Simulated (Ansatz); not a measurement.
Bi(H)(SiH3)2 (BiH7Si2), SMILES [SiH3][BiH][SiH3].

Geometry: PBE0-D3(BJ)/def2-SVP. The structure was generated by enumeration; whether it is a known compound was not checked. The def2 effective core potentials stand for the cores of Bi; spin–orbit coupling is left out.

Two levels are set side by side: PBE/def2-SVPD (Ansatz, a first-principles code) and CAM-B3LYP/def2-SVPD (Ansatz). Energy differences of separate SCF runs at the same geometry; the states with an electron removed or added have multiplicity 2 and 2. Differences are taken from unrounded values.

| quantity | PBE |
|---|---|
| vertical ionisation energy (eV) | 8.90 |
| vertical singlet–triplet gap (eV) | 4.57 |

Problem. These are the PBE values. What does CAM-B3LYP give? (An estimate is asked for; the answer gives what the named calculation found.)

Solution. 
| quantity | CAM-B3LYP | PBE minus CAM-B3LYP |
|---|---|---|
| vertical ionisation energy (eV) | 9.06 | -0.15 |
| vertical singlet–triplet gap (eV) | 4.74 | -0.16 |
